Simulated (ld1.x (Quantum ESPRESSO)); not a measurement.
## Al PAW: all-electron and pseudo phase curves

Al (Z = 13), PAW, made with ld1.x (Quantum ESPRESSO) 7.5 (PBE, scalar-relativistic). Core [Ne], reference 3s2 3p1. Waves: 3s (bound): rcut 1.65, rcutus 2.00 bohr; 3s channel at 1.5 Ry: rcut 1.65, rcutus 2.00 bohr; 3p (bound): rcut 2.30, rcutus 2.65 bohr; 3p channel at 2.25 Ry: rcut 2.30, rcutus 2.65 bohr; 3d channel at -0.1 Ry: rc 1.90 bohr. Local part: the d channel. Core correction: Bessel-smoothed model core inside 1.85 bohr. Augmentation charge: PSQ, inside the norm-conserving radii.

The phase is arctan(r·u′/u) with u = r·R(r), unwrapped; energies in Ry, scanned from -3 to 5 Ry. A pole is an energy at which the radial function vanishes at the test radius. The pseudo phase is shifted by a multiple of π to meet the all-electron one at the reference energy, and phase errors are pseudo minus all-electron; the curves can meet again beyond the range given. Levels narrower than the energy grid can be missing from the lists of poles.

For each channel, where are the poles, and over which energies does the pseudopotential scatter like the atom?

```csv
channel,radius (bohr),reference energy (Ry),"poles, all-electron","poles, pseudo",unbroken range about the reference energy with phases within 0.05 rad,phase error 1 Ry above the reference energy (rad)
s,2.90,-0.57,0.27,0.27,the whole range,-0.000
p,2.90,-0.20,1.00,1.00,below 3.3,-0.001
d,2.90,-0.10,1.83,1.84,below 3.3,+0.002
```

Phases in the s channel:

```json
{"E (Ry)": "-3.00", "all-electron": "1.336", "pseudo": "1.336"}
{"E (Ry)": "-2.76", "all-electron": "1.321", "pseudo": "1.321"}
{"E (Ry)": "-2.52", "all-electron": "1.302", "pseudo": "1.302"}
{"E (Ry)": "-2.28", "all-electron": "1.278", "pseudo": "1.278"}
{"E (Ry)": "-2.04", "all-electron": "1.248", "pseudo": "1.248"}
{"E (Ry)": "-1.80", "all-electron": "1.205", "pseudo": "1.205"}
{"E (Ry)": "-1.56", "all-electron": "1.140", "pseudo": "1.140"}
{"E (Ry)": "-1.32", "all-electron": "1.031", "pseudo": "1.030"}
{"E (Ry)": "-1.08", "all-electron": "0.807", "pseudo": "0.807"}
{"E (Ry)": "-0.84", "all-electron": "0.231", "pseudo": "0.231"}
{"E (Ry)": "-0.60", "all-electron": "-0.736", "pseudo": "-0.736"}
{"E (Ry)": "-0.36", "all-electron": "-1.222", "pseudo": "-1.222"}
{"E (Ry)": "-0.12", "all-electron": "-1.420", "pseudo": "-1.420"}
{"E (Ry)": "0.12", "all-electron": "-1.525", "pseudo": "-1.525"}
{"E (Ry)": "0.36", "all-electron": "-1.594", "pseudo": "-1.594"}
{"E (Ry)": "0.60", "all-electron": "-1.647", "pseudo": "-1.647"}
{"E (Ry)": "0.84", "all-electron": "-1.694", "pseudo": "-1.694"}
{"E (Ry)": "1.08", "all-electron": "-1.739", "pseudo": "-1.739"}
{"E (Ry)": "1.32", "all-electron": "-1.789", "pseudo": "-1.789"}
{"E (Ry)": "1.56", "all-electron": "-1.849", "pseudo": "-1.849"}
{"E (Ry)": "1.80", "all-electron": "-1.931", "pseudo": "-1.931"}
{"E (Ry)": "2.04", "all-electron": "-2.055", "pseudo": "-2.055"}
{"E (Ry)": "2.28", "all-electron": "-2.271", "pseudo": "-2.272"}
{"E (Ry)": "2.52", "all-electron": "-2.696", "pseudo": "-2.703"}
{"E (Ry)": "2.76", "all-electron": "-3.390", "pseudo": "-3.403"}
{"E (Ry)": "3.00", "all-electron": "-3.942", "pseudo": "-3.953"}
{"E (Ry)": "3.24", "all-electron": "-4.223", "pseudo": "-4.232"}
{"E (Ry)": "3.48", "all-electron": "-4.372", "pseudo": "-4.380"}
{"E (Ry)": "3.72", "all-electron": "-4.463", "pseudo": "-4.471"}
{"E (Ry)": "3.96", "all-electron": "-4.524", "pseudo": "-4.532"}
{"E (Ry)": "4.20", "all-electron": "-4.567", "pseudo": "-4.576"}
{"E (Ry)": "4.44", "all-electron": "-4.601", "pseudo": "-4.611"}
{"E (Ry)": "4.68", "all-electron": "-4.628", "pseudo": "-4.640"}
{"E (Ry)": "4.92", "all-electron": "-4.651", "pseudo": "-4.665"}
```
